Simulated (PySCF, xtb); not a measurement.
W(NH)2(F)(Cl) (ClFH2N2W), SMILES [NH]=[W]([F])(=[NH])[Cl], multiplicity 1.

Harmonic wavenumbers (cm⁻¹) from GFN2-xTB (xtb) at its own minimum, in rising order: 132, 161, 168, 198, 246, 327, 390, 495, 604, 654, 672, 888, 921, 3338, 3343.

Question: What does PBE-D3(BJ)/def2-SVP (PySCF) give at its own minimum? (An estimate is asked for; the answer gives what the named calculation found.)

Answer: 135, 176, 222, 242, 296, 391, 413, 582, 593, 670, 711, 966, 1002, 3539, 3541. Paired by order, the mean absolute difference is 64 cm⁻¹ and the zero-point energies are 17.9 and 19.3 kcal/mol.
